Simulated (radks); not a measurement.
Species: the bismuth ion Bi2+. Configuration: [Hg] 6p1.

Calculated with a radial shooting solver on a logarithmic mesh with Libxc functionals: scalar-relativistic Kohn-Sham, r2SCAN, spin-polarised, spherical densities, finite nucleus; open shells are filled with parallel spins first (spin-orbit coupling, left out, can overturn this in heavy ions); meta-GGA in the generalised Kohn-Sham scheme; Fermi nuclear charge, rms radius 5.5211 fm.

Energy parts (Ry):
| part | energy |
|---|---|
| total | -43051.9212 |
| kinetic | 48798.6969 |
| electron-nucleus | -107481.2093 |
| Hartree | 16419.8742 |
| exchange-correlation | -789.2829 |

Orbitals (lengths in bohr, moments of r in powers of bohr; r(90%) holds 90 % of the orbital's charge):
orbital	occ.	eigenvalue (Ry)	r(90%)	<1/r>	<r>
1s up	1	-6669.669	0.0290	103.2	0.01580
1s down	1	-6669.667	0.0290	103.2	0.01580
2s down	1	-1201.730	0.103	24.27	0.06648
2s up	1	-1201.730	0.103	24.27	0.06648
2p up	3	-1028.273	0.0989	21.22	0.06055
2p down	3	-1028.272	0.0989	21.22	0.06055
3s up	1	-291.9701	0.252	9.004	0.1715
3s down	1	-291.9696	0.252	9.004	0.1715
3p up	3	-242.2030	0.260	8.118	0.1736
3p down	3	-242.2022	0.260	8.118	0.1736
3d up	5	-192.0377	0.244	7.601	0.1575
3d down	5	-192.0369	0.244	7.601	0.1575
4s up	1	-68.55065	0.540	3.875	0.3770
4s down	1	-68.54906	0.540	3.875	0.3770
4p up	3	-52.17572	0.582	3.482	0.4022
4p down	3	-52.17409	0.582	3.482	0.4022
4d up	5	-33.34017	0.628	3.131	0.4223
4d down	5	-33.33829	0.628	3.131	0.4223
5s up	1	-13.10882	1.19	1.636	0.8337
5s down	1	-13.10364	1.19	1.636	0.8339
4f up	7	-12.63990	0.697	2.744	0.4411
4f down	7	-12.63766	0.697	2.744	0.4411
5p up	3	-8.51652	1.37	1.405	0.9495
5p down	3	-8.51353	1.37	1.405	0.9495
5d up	5	-3.33622	1.85	1.068	1.228
5d down	5	-3.32634	1.83	1.073	1.221
6s up	1	-2.32090	3.01	0.6146	2.086
6s down	1	-2.23845	2.95	0.6270	2.052
6p up	1	-1.44813	3.75	0.4852	2.594
6p down	0	-1.33438	3.70	0.4944	2.556
7s up	0	-0.66414	6.98	0.2642	4.883

The highest occupied level is 6p up at -19.703 eV. The density falls to 0.001 e/bohr^3 at r = 3.91 bohr. For comparison, the ionisation energy in NIST's Atomic Spectra Database is 25.571 eV (measured). In exact Kohn-Sham theory the highest level is minus the ionisation energy, but local and semilocal functionals leave it too shallow, through self-interaction and a potential that decays too fast; potentials with the right tail come closer. Spin moment in Bohr magnetons: 1.

Run on one thread of a shared host, so times are rough (Arm Neoverse V2): 0.26 s of CPU time, 0.26 s wall, 11 iterations on 2338 mesh points.
